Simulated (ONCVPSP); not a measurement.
# Configuration tests for Ta (ONCV)

ONCVPSP 4.0.1 input, shortened (lines: element, Z, core and valence counts, functional; n l f; lmax; l rc ep ncon nbas qcut; lloc lpopt rc5 dvloc0; l nproj debl; icmod fcfact rcfact), PBE, scalar-relativistic:

```
  Ta 73.00    9    5        4      upf
    1    0    2.00
    2    0    2.00
    2    1    6.00
    3    0    2.00
    3    1    6.00
    3    2   10.00
    4    0    2.00
    4    1    6.00
    4    2   10.00
    4    3   14.00
    5    0    2.00
    5    1    6.00
    5    2    3.00
    6    0    1.75
    3
    0    1.70    0.00    3    7    8.30
    1    1.80    0.00    5    9    9.30
    2    2.25    0.00    4    9    7.70
    3    0.60    0.00    4    8   30.80
    4    5    0.50    6.00
    0    2    2.50
    1    2    2.10
    2    2    1.80
    3    2    2.90
    1    0.60    0.00
```

Energies are relative to the spin-unpolarised reference configuration 4f14 5s2 5p6 5d3 6s1.75; without spin polarisation the order of configurations can differ from experiment.

Q: Give the all-electron excitation energy and the error of the potential for: 4f14 5s2 5p6 5d3 6s2; 4f14 5s2 5p6 5d3 6s1; 4f14 5s2 5p6 5d3 6s0; 4f14 5s2 5p6 5d3 6s0 6p2.

A:

```json
{"valence configuration": "4f14 5s2 5p6 5d3 6s2", "charge": "0", "ΔE all-electron (eV)": "-1.543", "error AE − PS (meV)": "+0.6"}
{"valence configuration": "4f14 5s2 5p6 5d3 6s1", "charge": "+1", "ΔE all-electron (eV)": "6.925", "error AE − PS (meV)": "-2.7"}
{"valence configuration": "4f14 5s2 5p6 5d3 6s0", "charge": "+2", "ΔE all-electron (eV)": "21.897", "error AE − PS (meV)": "-9.6"}
{"valence configuration": "4f14 5s2 5p6 5d3 6s0 6p2", "charge": "0", "ΔE all-electron (eV)": "7.052", "error AE − PS (meV)": "-2.6"}
```

Note: ghosts flagged at negative energy: s at -1380.9 eV, p at -582.1 eV, d at -33.2 eV, f at -24.9 eV; GHOST(+) flagged for s at 101.0 eV. A true bound ghost makes a file unfit for plane-wave use.
